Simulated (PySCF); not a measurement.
Si(F)2(OH)(OSiH3) (F2H4O2Si2), SMILES O[Si](F)(F)O[SiH3].

Coordinates come from a PBE-D3(BJ)/def2-SVP optimisation. The structure was generated by enumeration, and PubChem lists no compound with its InChIKey, so it may never have been made. The values are those of a single conformer.

Vertical ionisation energy (IE) and electron affinity (EA) in eV. Rows of orbital energies are one-electron estimates. Where ΔSCF, EOM or ADC give a negative EA the extra electron is unbound and the value depends on the basis.

```
level                                         IE     EA
-----------------------------------------  -----  -----
−ε(HOMO), −ε(LUMO), HF/def2-TZVP (PySCF)   12.97  -2.75
−ε(HOMO), −ε(LUMO), PBE/def2-TZVP (PySCF)   7.93   1.25
```
